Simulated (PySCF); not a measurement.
# From computed data to an observable: dipole moment from atomic charges

fluoro(silyloxy)silane (FH5OSi2), SMILES F[SiH2]O[SiH3]. Atoms are numbered in the order given.

```xyz
9

Si    -1.7501     0.4778    -0.6104
O     -0.1366     0.0629    -0.6260
Si     1.2972    -0.0419     0.1654
F      1.1231    -1.0049     1.4610
H     -2.5508    -0.6257    -0.0129
H     -2.1820     0.7101    -2.0141
H     -1.9485     1.7226     0.1872
H      1.7131     1.2921     0.6653
H      2.2936    -0.6612    -0.7365
```
Charge 0, spin multiplicity 1.

Geometry: B3LYP-D3(BJ)/def2-SVP. One conformer was computed; it need not be the lowest.

Charges (e) from HF/def2-TZVP (PySCF):

```
atom  Mulliken  ESP fit
----  --------  -------
Si1      0.491    0.516
O2      -0.600   -0.417
Si3      0.828    0.761
F4      -0.428   -0.321
H5      -0.053   -0.090
H6      -0.056   -0.107
H7      -0.058   -0.104
H8      -0.063   -0.120
H9      -0.059   -0.117
```

The dipole moment of the full density is 1.41 D.

Problem. What dipole moment does each set of point charges give, and which comes closer to that of the density?

Solution. 
μ = Σ q r, and 1 e Å = 4.8032 D.
Mulliken: Σ q r = (-0.057, 0.443, -0.308) e Å, |μ| = 2.61 D.
ESP fit: Σ q r = (-0.028, 0.234, -0.194) e Å, |μ| = 1.47 D.
ESP fit comes closer in size. Point charges leave out the atoms' own dipoles (lone pairs, polarised bonds); fits to the potential absorb them, partitions of the density don't.
